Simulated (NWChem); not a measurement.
Molecule: CH₃Cl₃Si; SMILES C[Si](Cl)(Cl)Cl

```xyz
8

C      0.0000     0.0000    -2.1281
Si     0.0000     0.0000    -0.2669
Cl    -0.7822     1.7694     0.4561
Cl    -1.1412    -1.5621     0.4561
Cl     1.9234    -0.2073     0.4561
H      0.6065     0.8295    -2.5062
H      0.4151    -0.9400    -2.5062
H     -1.0216     0.1105    -2.5062
```
Atoms are numbered in this order, from 1.

Level: B3LYP/6-31G* (spherical d) (NWChem), optimised geometry, unscaled harmonic frequencies. 

Question: List the harmonic frequencies with IR intensities, and the thermochemistry.

Answer: 
```tsv
frequency (cm⁻¹)	IR intensity (km/mol)
154	0.7
154	0.7
169	0.0
218	3.3
218	3.3
231	13.6
437	22.1
572	156.4
572	156.4
748	74.1
847	91.7
847	91.7
1338	20.2
1482	3.7
1482	3.7
3061	0.0
3146	1.1
3146	1.1
```

```
Item                                                                               Result
-----------------------------------------------------------------------  ----------------
zero-point energy                                                           26.9 kcal/mol
thermal correction to the enthalpy at 298.15 K (with zero-point energy)     32.0 kcal/mol
heat capacity Cv                                                         22.8 cal/(mol K)
entropy at 298.15 K and 1 atm (symmetry number 3)                        83.5 cal/(mol K)
dipole moment                                                                      2.42 D
```

Rigid rotor and harmonic oscillator.
